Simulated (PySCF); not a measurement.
Species: C6H9FN (doublet state).
Atom-mapped SMILES: `[CH3:1][C@:2]1([NH2:3])[C:4]([F:5])[C:6]12[CH2:7][CH2:8]2` (hydrogens: H9, H10, H11 on C1; H12, H13 on N3; H14, H15 on C7; H16, H17 on C8)

Cartesian coordinates in Å at the GFN2-xTB level; atoms count from 1:
```xyz
17
C6H9FN angstrom
C     -1.4039   -1.1293    0.7773
C     -0.8488    0.0475    0.0131
N     -1.2881    1.3059    0.5134
C     -0.4875   -0.1134   -1.4339
F     -0.7025    0.8937   -2.3356
C      0.5984   -0.0264   -0.4848
C      1.8073   -0.7607   -0.0372
C      1.8620    0.7271   -0.2601
H     -1.1963   -1.0121    1.8390
H     -2.4823   -1.1923    0.6387
H     -0.9529   -2.0505    0.4222
H     -2.2727    1.3133    0.7457
H     -1.0704    2.0677   -0.1175
H      2.2979   -1.4061   -0.7518
H      1.8310   -1.1294    0.9776
H      1.9076    1.3725    0.6053
H      2.3942    1.1043   -1.1212
```

The hyperfine couplings belong to this conformer and change with its torsions.

Computed with UKS B3LYP, pcH-1 on C F H N, non-relativistic, mean-field spin-orbit, GIAO (PySCF). One conformer (not necessarily the lowest) at the GFN2-xTB geometry, without solvent, vibrations or thermal averaging. Couplings are sensitive to structure, and on GFN2-xTB geometries they can be far from those on DFT ones. Stability of the SCF solution: not tested.

What is the g tensor, term by term?

```csv
Δg (ppm),1,2,3
relativistic mass correction,-202,-202,-202
gauge correction,30,-4,-1
orbital Zeeman/spin–orbit,-74,2374,3129
total,-245,2169,2926
```

So g = 2.00207, 2.00449, 2.00525 and g_iso = 2.00394; the tensor is rhombic: the two nearest values differ by 24 % of g3 − g1. Axes: g3 points within 12° of the C4–F5 bond.

Average each term over the three axes. Which is largest in size?

The orbital-Zeeman/spin–orbit term 1809, the mass correction -202 and the gauge correction 9 ppm, for a total of 1616 ppm. The orbital-Zeeman/spin–orbit term is the largest in size. The mass correction is the same along every axis, so the anisotropy comes from the other two: their spans along these axes are 34 (gauge) and 3203 ppm (orbital Zeeman/spin–orbit).

At 9.529 GHz, how far is the centre of the isotropic spectrum from where a free electron (g = 2.002319) resonates?

B = hν/(g μB) with μB/h = 13.99624 MHz/mT gives 340.02 mT for the free electron and 339.74 mT at g_iso, 0.27 mT lower.

In a frozen sample, at which fields do the three g values resonate at 9.5, 34, 94 and 263 GHz (hyperfine left aside), and which band first spreads them over more than twice a line width of 1.0 mT?

```
band    GHz  B(g3) mT  B(g2) mT  B(g1) mT  spread mT
   X    9.5    338.49    338.62    339.03       0.54
   Q   34.0   1211.43   1211.89   1213.35       1.92
   W   94.0   3349.26   3350.52   3354.57       5.31
   J  263.0   9370.80   9374.34   9385.64      14.84
```

The spread grows in proportion to the frequency. W band is the first where it exceeds 2.0 mT.

The largest Mulliken spin population is on C4 (+0.74). The angles at C4 add up to 304.3°, so it is pyramidal.

The HOMO–LUMO gaps are 6.26 eV among the α and 4.39 eV among the β orbitals.
